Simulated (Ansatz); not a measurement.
Input file for Ansatz (a program for electronic structure): R-PBE0/def2-TZVPPD on HF (SMILES F) with ghost functions, monomers drawn apart or pushed together. Files ending in .json are basis or fitting sets from the Basis Set Exchange.

Ansatz 0.2 input:
```yaml
crystal:
  periodic: [false, false, false]
  atoms:
    - {symbol: F, position_ang: [-0.05706465, 0.51311197, -0.03906524]}
    - {symbol: H, position_ang: [-0.42475143, 0.50043473, 0.81296299]}
basis:
  gaussian:
    orbitals: def2-TZVPPD.json
    ghost_atoms:
      - {symbol: C, position_ang: [0.79085939, -0.25163943, 3.19700443]}
      - {symbol: C, position_ang: [-0.61191693, 0.25155094, 2.86857307]}
      - {symbol: H, position_ang: [1.40996009, -0.31500439, 2.30065641]}
      - {symbol: H, position_ang: [0.75601404, -1.24492420, 3.64708438]}
      - {symbol: H, position_ang: [1.29225298, 0.41511975, 3.90017259]}
      - {symbol: H, position_ang: [-0.58364926, 1.25652148, 2.43457968]}
      - {symbol: H, position_ang: [-1.23918039, 0.31908101, 3.75878675]}
      - {symbol: H, position_ang: [-1.12714779, -0.42534283, 2.17903630]}
hamiltonian:
  xc: {name: PBE0}
scf: {lower_state_search: off}
```

It printed:

```
WARN ansatz: RAYON_NUM_THREADS=1 ignored (pool sized by the plan → 1); use --threads N
Functional definition: PBE0
these checks for a lower state are left out or cut short: stability, starts, cluster_reference, orbital_swaps, neighbouring_geometries, increment
integrals: 0.10 GiB planned
880 factors; their error is unknown
mean field: 1.06 GiB planned
mean field evaluation 1: about -2730.5265 eV, gradient 3.2e1 eV
mean field evaluation 2: about -2728.7611 eV, gradient 4.9e1 eV
mean field evaluation 4: about -2731.9119 eV, gradient 1.4e-1 eV
mean field evaluation 8: about -2731.9206 eV, gradient 8.0e-3 eV
mean field -2731.92055379 eV, -100.3962285895 hartree, gradient 6.9e-6 eV, S^2 0.000000; 0 other end points of the search recorded, 0 dependent functions left out
reference -2731.92058032 eV, -100.3962295644 hartree; 5, 5 occupied and 228, 228 virtual orbitals, 880 factors
Total energy: -2731.92058032 eV, -100.3962295644 hartree
Checks for a lower state left out: stability, starts, cluster_reference, orbital_swaps, neighbouring_geometries, increment
```

The run converged.

Cost: around 2.4 core-seconds (rough).
